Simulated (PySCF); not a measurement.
Computed shifts of a molecule C4H7FSi, HF/pcSseg-1 (PySCF), GIAO, gas phase, atoms alike by connectivity averaged where their shifts nearly agree, in ppm (number of nuclei): ¹³C: 161.3 (1), 143.6 (1), 134.0 (1), 130.7 (1). ²⁹Si: -16.6 (1). ¹⁹F: -180.9 (1). ¹H: 7.29 (1), 6.47 (1), 5.98 (2), 5.97 (1), 5.21 (2). References: ¹³C against TMS (σ = 192.6 ppm); ²⁹Si against TMS (σ = 393.8 ppm); ¹⁹F against CFCl3 (σ = 238.5 ppm); ¹H against TMS (σ = 31.99 ppm), references at their B3LYP-D3(BJ)/def2-TZVP geometries, non-relativistic. Geometry optimised at B3LYP-D3(BJ)/def2-SVP. Other conformers were not sampled.

Q: Pick the molecule that these values belong to.
(A) C[C@@H](F)C#C[SiH3]
(B) CC1=C[SiH2][C@@H]1F
(C) C=C/C([SiH3])=C\F
(D) C=C/C=C\[SiH2]F

A: D, C=C/C=C\[SiH2]F
